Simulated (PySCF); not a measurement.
SMILES CO[Si](C)(C)OC (C₄H₁₂O₂Si) (GFN2-xTB optimised geometry):

```
19

C     -1.062     1.320     0.947
O     -1.283     0.317     0.000
Si    -0.731    -1.227     0.000
C     -1.420    -2.269     1.427
C      1.180    -1.227     0.000
O     -1.378    -1.909    -1.324
C     -1.316    -1.464    -2.650
H     -1.585     2.217     0.612
H      0.004     1.539     1.043
H     -1.448     1.023     1.925
H     -1.038    -1.920     2.381
H     -1.147    -3.313     1.327
H     -2.503    -2.215     1.463
H      1.574    -0.555    -0.759
H      1.578    -2.217    -0.203
H      1.585    -0.908     0.956
H     -2.001    -2.076    -3.237
H     -1.611    -0.416    -2.721
H     -0.303    -1.576    -3.044
```

Calculation: PBE0/def2-SVP run with PySCF.

### Question
What are the frontier orbital energies and the dipole moment?

### Answer
HOMO-2 -8.41 eV, HOMO-1 -7.89 eV, HOMO -7.47 eV, LUMO 1.50 eV, LUMO+1 2.26 eV; dipole moment 1.46 D.

Meta-Löwdin charges at PBE0/def2-SVP: C1 -0.07, O2 -0.61, Si3 1.25, C4 -0.58, C5 -0.59, O6 -0.60, C7 -0.07, H8 0.11, H9 0.09, H10 0.09, H11 0.11, H12 0.12, H13 0.12, H14 0.11, H15 0.12, H16 0.11, H17 0.11, H18 0.10, H19 0.09.
